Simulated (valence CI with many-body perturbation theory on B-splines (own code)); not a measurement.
# E1 line list for Os45+

Calculated by relativistic CI+MBPT: three valence electrons over a frozen Dirac-Fock core [Ar] 3d10, a basis of 11 s, 11 p, 10 d, 8 f, 5 g, 2 h functions for each j, with the one-electron correlation potential Σ1 (screened to all orders), the two-electron term Σ2, the three-electron term Σ3, Breit, model QED; selected single and double excitations, second order for the rest, scaled by the run's own slope (own B-spline code, finite nucleus).

The last digits are not significant, and no measured levels were compared; by estimate large intervals hold to a few tenths of a per cent, small ones and those within an open d or f shell to about a per cent.

Lines 201 to 250 of 534 in falling wavelength, among levels below 888.07 eV, chosen from the strongest by gf and those to the six lowest levels. Wavelengths and rates use the calculated energies. Electric multipoles are in the length gauge, E1 and E2 with the static RPA response of the core. Weak lines are less certain than strong ones. Lines between different terms over intervals too small for the method are left out, as are lines whose strength nearly cancels. The highest levels of a list are the least certain.

Levels are named by their leading jj configuration (3d3/2^4 stands for four electrons in 3d with j = 3/2), which in mixed levels can hold well under half, so a name can repeat and another be missing. Letters in brackets count levels of one name in rising energy.

```csv
λ vac (Å),Upper,Lower,A (s⁻¹),log gf,Branch %
61.32,(4s 4d5/2 4f5/2) J=3/2 [a],(4s 4d3/2 4d5/2) J=3/2 [a],2.95e+11,-0.18,28.7
61.28,(4s 4p3/2 4f7/2) J=7/2 [c],(4s 4p3/2 4d5/2) J=7/2 [a],1.02e+11,-0.34,8.6
61.11,(4s 4d5/2 4f5/2) J=7/2 [a],(4s 4d3/2 4d5/2) J=7/2 [a],1.89e+11,-0.07,21.1
61.08,(4s 4d5/2 4f7/2) J=7/2 [b],(4s 4p3/2 4f7/2) J=9/2 [a],7.35e+10,-0.48,10.5
61.05,(4s 4p3/2 4f5/2) J=5/2 [a],(4s 4p3/2 4d3/2) J=5/2 [a],1.79e+11,-0.22,15.9
60.96,(4s 4p3/2 4f5/2) J=5/2 [a],(4s 4p3/2 4d3/2) J=3/2 [a],2.62e+11,-0.06,23.2
60.93,(4s 4p3/2 4f7/2) J=7/2 [a],(4s 4p3/2 4d3/2) J=5/2 [a],6.81e+10,-0.52,20.9
60.92,(4s 4p3/2 4f7/2) J=9/2 [a],(4s^2 4f7/2) J=7/2,6.88e+10,-0.42,24.5
60.91,(4p3/2^2 4d3/2) J=3/2 [b],(4s 4p3/2 4d5/2) J=1/2,1.36e+11,-0.52,5.9
60.85,(4s 4p1/2 4d5/2) J=5/2 [b],(4s 4p1/2 4p3/2) J=3/2 [a],1.72e+10,-1.24,5.7
60.78,(4p1/2 4p3/2 4f5/2) J=7/2 [a],(4p1/2 4p3/2 4d3/2) J=5/2 [a],2.10e+11,-0.03,24.5
60.66,(4s 4p3/2 4f5/2) J=3/2 [a],(4s 4p3/2 4d3/2) J=1/2 [a],1.32e+11,-0.54,17.5
60.64,(4s 4p3/2 4f5/2) J=3/2 [a],(4s 4p3/2 4d3/2) J=3/2 [a],2.06e+11,-0.34,27.4
60.62,(4s 4p1/2 4d5/2) J=3/2,(4s 4p1/2 4p3/2) J=3/2 [a],1.23e+11,-0.57,26.2
60.56,(4p1/2^2 4f5/2) J=5/2,(4p1/2^2 4d3/2) J=3/2,2.90e+11,-0.02,66.8
60.56,(4s 4d3/2 4f7/2) J=7/2 [b],(4s 4d3/2^2) J=5/2,1.06e+11,-0.33,7.5
60.55,(4s 4p3/2 4f5/2) J=1/2,(4s 4p3/2 4d3/2) J=1/2 [a],3.97e+11,-0.36,40.6
60.39,(4p1/2 4p3/2 4f5/2) J=5/2 [a],(4p1/2 4p3/2 4d3/2) J=3/2 [a],4.34e+11,0.15,43.0
60.26,(4s 4d3/2 4f5/2) J=5/2 [b],(4s 4d3/2^2) J=3/2,4.23e+11,0.14,25.1
60.25,(4s 4p1/2 4f5/2) J=5/2 [a],(4s 4p1/2 4d3/2) J=3/2 [a],1.82e+11,-0.23,72.7
60.19,(4p3/2^2 4d3/2) J=5/2,(4s 4p3/2 4d5/2) J=3/2 [a],1.66e+11,-0.27,7.3
60.09,(4p3/2^2 4d5/2) J=1/2,(4s 4p3/2 4d5/2) J=3/2 [b],5.66e+11,-0.21,35.6
60.00,(4p1/2 4p3/2 4f5/2) J=7/2 [b],(4p1/2 4p3/2 4d3/2) J=7/2,1.25e+11,-0.27,11.6
59.93,(4s 4p3/2 4f7/2) J=7/2 [c],(4s 4p3/2 4d3/2) J=5/2 [b],3.61e+11,0.19,30.3
59.91,(4s 4d5/2 4f5/2) J=5/2 [b],(4s 4d3/2 4d5/2) J=5/2 [a],1.55e+11,-0.30,11.4
59.83,(4p1/2 4p3/2 4f5/2) J=7/2 [a],(4s 4p1/2 4f7/2) J=5/2,2.07e+11,-0.05,24.2
59.80,(4s 4p3/2 4d5/2) J=5/2 [a],(4s^2 4d5/2) J=5/2,3.11e+11,0.00,64.7
59.72,(4p3/2^2 4d5/2) J=9/2,(4s 4p3/2 4d5/2) J=7/2 [b],1.24e+12,0.82,79.9
59.65,(4p1/2 4d3/2 4d5/2) J=7/2 [b],(4s 4p1/2 4f5/2) J=5/2 [b],8.49e+10,-0.44,6.9
59.64,(4s 4p3/2 4d5/2) J=3/2 [b],(4s 4p3/2^2) J=5/2,1.76e+11,-0.43,15.0
59.60,(4p3/2^2 4d3/2) J=5/2,(4s 4p3/2 4d3/2) J=5/2 [b],8.96e+10,-0.54,3.9
59.58,(4s 4p3/2 4f7/2) J=9/2 [b],(4s 4p3/2 4d5/2) J=9/2,7.20e+10,-0.42,9.2
59.49,(4p1/2 4p3/2 4f5/2) J=3/2 [a],(4p1/2 4p3/2 4d3/2) J=1/2 [a],2.65e+11,-0.25,24.2
59.38,(4p3/2^2 4d5/2) J=7/2,(4s 4p3/2 4d5/2) J=7/2 [b],1.76e+11,-0.13,10.5
59.24,(4s 4p3/2 4f5/2) J=7/2 [a],(4s^2 4f5/2) J=5/2,2.42e+11,0.01,27.6
59.21,(4s 4p3/2 4f7/2) J=7/2 [c],(4s 4p3/2 4d5/2) J=5/2 [a],1.39e+11,-0.23,11.7
59.11,(4p1/2 4p3/2 4f7/2) J=7/2 [a],(4s 4p1/2 4f7/2) J=5/2,7.10e+10,-0.53,13.2
58.96,(4s 4d5/2^2) J=9/2 [a],(4s^2 4f7/2) J=7/2,1.71e+11,-0.05,17.9
58.91,(4s 4p3/2^2) J=5/2,(4s^2 4p3/2) J=3/2,4.79e+11,0.18,100.0
58.88,(4p1/2 4p3/2 4f5/2) J=5/2 [b],(4p1/2 4p3/2 4d3/2) J=5/2 [a],1.57e+11,-0.31,17.9
58.88,(4p1/2 4p3/2 4d5/2) J=3/2 [a],(4s 4p1/2 4d5/2) J=3/2,3.92e+11,-0.09,48.8
58.63,(4s 4p3/2 4f7/2) J=7/2 [b],(4s 4p3/2 4d3/2) J=7/2,2.38e+11,-0.01,28.9
58.63,(4p3/2^2 4d5/2) J=5/2 [a],(4s 4p3/2 4d5/2) J=3/2 [b],6.52e+11,0.30,50.1
58.54,(4s 4p3/2 4d5/2) J=5/2 [b],(4s 4p3/2^2) J=5/2,2.04e+11,-0.20,13.8
58.51,(4s 4p3/2 4d5/2) J=3/2 [a],(4s^2 4d5/2) J=5/2,1.43e+11,-0.53,24.8
58.51,(4p1/2 4p3/2 4f7/2) J=9/2 [a],(4s 4p1/2 4f7/2) J=7/2 [b],7.21e+10,-0.43,14.3
58.36,(4p1/2 4p3/2^2) J=3/2,(4s 4p1/2 4p3/2) J=1/2,6.16e+11,0.10,47.4
58.32,(4p3/2^2 4d3/2) J=1/2,(4s 4p3/2 4d3/2) J=1/2 [b],5.86e+11,-0.22,25.8
58.30,(4p1/2 4p3/2 4f7/2) J=9/2 [a],(4s 4p1/2 4f7/2) J=9/2,1.72e+11,-0.06,34.3
58.29,(4p1/2 4p3/2 4d5/2) J=5/2 [a],(4s 4p1/2 4d5/2) J=5/2 [b],3.67e+11,0.05,51.0
```

(1) How does gf follow from A for the line at 60.39 Å?

Results:

(1) gf = 1.4992 × (2J+1)_upper × A / σ², with σ = 1655819 cm⁻¹ and 2J+1 = 6: gf = 1.42.
